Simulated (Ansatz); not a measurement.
Reaction (formal exchange of groups at a C–O bond): `COC(F)CF` + `ClC1BC1` → `C[C@@H]1B[C@H]1Cl` + `OC(F)CF`

Calculated with Ansatz (gas phase, PBE0-D4/def2-TZVP geometries, no zero-point term in ΔE). CCSD(T)/CBS adds triple-zeta CCSD(T) − MP2 to the extrapolated MP2 energy (def2 sets, frozen cores). DFT in def2-TZVPP. B3LYP here is the variant with VWN-RPA as its local correlation; programs differ in this. Each species was taken in one conformer, which may not be the lowest.

```tsv
level	ΔE (kJ/mol)
B3LYP	-37.4
MP2/CBS(def2)	-49.7
```

Task: What does CCSD(T)/CBS give? (Estimate.)

Result: Ansatz gave: -44.6 kJ/mol. The listed levels differ from it by 7.2, -5.1 kJ/mol.

Largest T1 diagnostic among the species: 0.011.

In def2-TZVPP, CCSD(T) changes the Hartree–Fock value by −12.3 kJ/mol (the triples alone add −1.2 kJ/mol) and MP2 by −17.5 kJ/mol.

CCSD(T)/CBS has its own doubt, a few kJ/mol and more with outer-core shells, so smaller differences from it don't rank the levels.
